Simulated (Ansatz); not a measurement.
Reaction (ligand exchange at a Ge–N bond): `[OH][GeH2][NH]CF` + H₂S → `[OH][GeH2][SH]` + `NCF`

Computed with Ansatz on PBE0-D4/def2-TZVP structures; ΔE is electronic, products minus reactants. CCSD(T)/CBS is the MP2 limit (def2-TZVPP, def2-QZVPP) plus CCSD(T) − MP2 in def2-TZVPP, frozen cores. This one scheme is used for every species. Functionals use def2-TZVPP. For Ge outer-core shells are correlated without core-valence functions, which leaves a few kJ/mol of doubt a bond. Scalar relativity is left out up to krypton. One conformer a species, not always the lowest.

```json
{"level": "ωB97X-V", "ΔE (kJ/mol)": "-34.4"}
{"level": "HF/CBS(def2)", "ΔE (kJ/mol)": "-38.8"}
```

**Question.** What does CCSD(T)/CBS give? (Estimate.)

**Answer.** Computed: -33.0 kJ/mol. The listed levels differ from it by -1.4, -5.8 kJ/mol.

Largest T1 diagnostic among the species: 0.012.

Leaving LDA and LC-ωPBE aside and taking each functional with its dispersion term where it has one, the values, not all of them listed here, spread over 10.5 kJ/mol, from HSE06-D4 to CAM-B3LYP-D4. LDA lies +8.0 kJ/mol from PBE without D4. In def2-TZVPP, CCSD(T) changes the Hartree–Fock value by +8.4 kJ/mol (the triples alone add +0.4 kJ/mol) and MP2 by +6.6 kJ/mol.
